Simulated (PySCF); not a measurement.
Two-component Hartree-Fock for Ag¹¹⁺ (silver, charge +11)

Start: [Kr]. Calculated with PySCF 2.14 in an uncontracted even-tempered set (18 s from 0.43 bohr⁻², ratio 2.8; 14 p from 0.55 bohr⁻², ratio 2.8; 9 d from 0.98 bohr⁻², ratio 2.8; 4 f from 4.9 bohr⁻², ratio 3): generalised Hartree-Fock with the X2C-1e Hamiltonian and a Gaussian nucleus; spin-orbit coupling (SO) screened by Boettger's factors.

| spinor shell | electrons | ε, screened SO (eV) | weight of nominal j (screened SO) | rms radius, screened SO (bohr) |
| --- | --- | --- | --- | --- |
| 1s1/2 | 2 | -25878.3 | 1.000 | 0.0357 |
| 2s1/2 | 2 | -4097.5 | 1.000 | 0.146 |
| 2p1/2 | 2 | -3814.6 | 1.000 | 0.127 |
| 2p3/2 | 4 | -3637.2 | 1.000 | 0.132 |
| 3s1/2 | 2 | -974.11 | 1.000 | 0.391 |
| 3p1/2 | 2 | -860.14 | 1.000 | 0.385 |
| 3p3/2 | 4 | -827.38 | 1.000 | 0.396 |
| 3d3/2 | 4 | -627.19 | 1.000 | 0.372 |
| 3d5/2 | 6 | -620.69 | 1.000 | 0.375 |
| 4s1/2 | 2 | -321.11 | 1.000 | 0.910 |
| 4p1/2 | 2 | -277.86 | 1.000 | 0.944 |
| 4p3/2 | 4 | -271.12 | 1.000 | 0.964 |

```json
{"quantity": "E (hartree)", "screened SO": "-5276.57106"}
{"quantity": "M_J", "screened SO": "0"}
{"quantity": "⟨J²⟩", "screened SO": "0.000"}
{"quantity": "⟨L²⟩", "screened SO": "0.012"}
{"quantity": "⟨S²⟩", "screened SO": "0.012"}
```

Breit and QED terms are absent; they matter most for the inner s and p1/2 levels.

Densities and radii are taken from the X2C orbitals without a picture-change correction, which distorts them close to the nucleus.
